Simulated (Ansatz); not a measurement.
Molecular dynamics of Cl₃H₃HfO

Input file:

```yaml
crystal:
  periodic: [false, false, false]
  atoms:
    - { symbol: Hf, position_ang: [0.151438, -0.146331, 0.003119] }
    - { symbol: O, position_ang: [-0.462876, -0.579014, 1.98811] }
    - { symbol: H, position_ang: [-0.972237, -1.315688, 2.347215] }
    - { symbol: Cl, position_ang: [1.874613, -0.6308, -1.515661] }
    - { symbol: Cl, position_ang: [-0.363725, 2.113403, -0.256504] }
    - { symbol: Cl, position_ang: [-1.499515, -1.606772, -0.820687] }
    - { symbol: H, position_ang: [1.594383, -0.462597, 1.351537] }
    - { symbol: H, position_ang: [0.737619, -0.640102, 1.940669] }
basis:
  gaussian: { orbitals: def2-SVP }
hamiltonian:
  xc: pbe0
  dispersion: d4
md:
  timestep: 0.5
  n_steps: 200
  ensemble: nve
  temperature: 300.0
  initial_velocities: maxwell_boltzmann
  seed: 10720
```

Launched with:

```bash
$ ansatz run input.yaml --threads 2 --pin off --max-ram 3072MiB --backend cpu --events-out ev --progress --plain --runs-dir out
```

It starts at the highest image of a converged band. Of that band: Neighbouring images differ by up to 1.3 eV, so the band resolves the path poorly. A vibrational analysis at the climbing image gives one clearly imaginary mode, 1103i cm⁻¹: a first-order saddle point.

Output, in part (step lines, the closing report, with atoms numbered from 0):

```
md step     0: t =     0.00 fs  T =   300.0 K  F+E_penalty+E_count = -40948.95550087 eV  E_kin = 0.232668 eV  conserved = -40948.72283287 eV  (27 SCF iters)
[... lines left out ...]
Total energy: -40949.16204558 eV, -1504.8539488361 hartree
Atom 0 at     0.214814    -0.118447     0.020521 Å, force     1.409272    -0.103524    -0.667786 eV/Å
Atom 1 at    -0.951810    -0.732427     1.894729 Å, force    -0.698976    -0.222645     0.410500 eV/Å
Atom 2 at    -1.789925    -1.155281     1.584117 Å, force     0.748421     0.222135     0.335238 eV/Å
Atom 3 at     1.728444    -0.612259    -1.750756 Å, force    -0.355717     0.193806     0.494627 eV/Å
Atom 4 at    -0.352478     2.086092    -0.257860 Å, force    -0.265538     0.784554     0.023788 eV/Å
Atom 5 at    -1.395616    -1.670022    -0.629288 Å, force    -1.007007    -0.958767    -0.657577 eV/Å
Atom 6 at     1.568396    -0.226776     1.226335 Å, force     0.031048    -0.187612     0.450097 eV/Å
Atom 7 at    -0.789255    -1.005849     2.814229 Å, force     0.138498     0.272053    -0.388888 eV/Å
Dipole moment:    -0.653162    -0.285969     1.064376 e Å
```

The steps, from the saved trajectory:

```
time (fs)  T (K)  potential energy less start (eV)  conserved less start (meV/atom)
        0    300                             0.000                             0.00
        3    259                             0.032                             0.02
        6    244                             0.044                             0.04
        9    320                            -0.016                            -0.01
       12    351                            -0.039                             0.02
       15    370                            -0.054                             0.00
       18    373                            -0.056                            -0.01
       21    388                            -0.068                             0.04
       24    450                            -0.116                             0.00
       27    484                            -0.143                            -0.03
       30    462                            -0.126                             0.02
       33    434                            -0.104                             0.02
       36    412                            -0.087                            -0.01
       39    396                            -0.074                             0.02
       42    403                            -0.079                             0.04
       45    418                            -0.092                            -0.01
       48    405                            -0.082                            -0.01
       51    352                            -0.040                             0.04
       54    308                            -0.006                             0.01
       57    292                             0.006                            -0.01
       60    264                             0.028                             0.03
       63    256                             0.035                             0.03
       66    297                             0.002                            -0.02
       69    323                            -0.018                             0.01
       72    333                            -0.025                             0.04
       75    399                            -0.077                            -0.01
       78    491                            -0.149                             0.00
       81    548                            -0.192                             0.03
       84    623                            -0.251                            -0.01
       87    691                            -0.303                            -0.02
       90    678                            -0.293                             0.02
       93    646                            -0.268                             0.01
       96    623                            -0.250                            -0.01
       99    580                            -0.217                             0.01
```

The run went to its last step. The conserved energy stayed within 0.048 meV per atom of its start (net change -0.0076 meV per atom), so the integration is sound. The kinetic energy rose, since the run started high on the potential surface and went downhill. A run of 0.1 ps of so small a system gives no equilibrium averages. The orbitals stay closed-shell, which can raise the energy where a bond breaks towards radicals; this wasn't checked here.

Between its relaxed ends the band would form Hf1–H7, O2–H8 and break H7–H8. These pairs go: Hf1–H7 2.00 → 1.82 Å, O2–H8 1.20 → 0.97 Å, H7–H8 1.05 → 2.95 Å. In the last frame they stand as after the step (other bonds may differ from the relaxed reactants and products). Also parted: Hf1–H8 2.08 → 3.10 Å. It ends as one piece, Cl3H3HfO. Pairs count as bonded within 1.25 times the sum of covalent radii (0.12 Å more for H–H).

Last frame:

```xyz
8
Properties=species:S:1:pos:R:3
Hf 0.215 -0.118 0.021
O -0.952 -0.732 1.895
H -1.790 -1.155 1.584
Cl 1.728 -0.612 -1.751
Cl -0.352 2.086 -0.258
Cl -1.396 -1.670 -0.629
H 1.568 -0.227 1.226
H -0.789 -1.006 2.814
```

Time of the run: 9.2 min on 2 threads of Intel(R) Xeon(R) 6975P-C (Granite Rapids), on a shared host, peak memory 0.31 GiB.
